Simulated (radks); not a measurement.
The numbers below are computed, except where a source is named.
These are the eigenvalues of the occupied orbitals of an atom or ion with whole-number occupations (eV). Code: a radial shooting solver on a logarithmic mesh with Libxc functionals. Model: Dirac Kohn-Sham, HCTH/407, spin-unpolarised, spherical densities, point nucleus.

| orbital | eigenvalue |
|---|---|
| 1s1/2 | -57315.36 |
| 2s1/2 | -9650.249 |
| 2p1/2 | -9195.372 |
| 2p3/2 | -8278.555 |
| 3s1/2 | -2180.889 |
| 3p1/2 | -1981.006 |
| 3p3/2 | -1788.246 |
| 3d3/2 | -1446.173 |
| 3d5/2 | -1403.960 |
| 4s1/2 | -448.1532 |
| 4p1/2 | -368.1175 |
| 4p3/2 | -324.5440 |
| 4d3/2 | -192.6157 |
| 4d5/2 | -184.6534 |
| 5s1/2 | -70.6443 |
| 5p1/2 | -48.4624 |
| 5p3/2 | -42.6766 |
| 4f5/2 | -25.2525 |
| 4f7/2 | -24.0818 |
| 5d3/2 | -15.5186 |

Which element is it, and in what charge state? The configuration may be excited. Open shells, if any, fill j = l - 1/2 first.

Answer. Z = 68, erbium, charge +2: Er2+ in [Xe] 4f11 5d1. The list shows which subshells hold electrons but not how many an open one holds; the 1s level, -2106.3 hartree, gives Z - s = 64.9 by -(Z - s)^2/2, which with screening and relativity narrows Z to a few neighbours, and the depths of the outer levels then fix element, charge and occupations together.
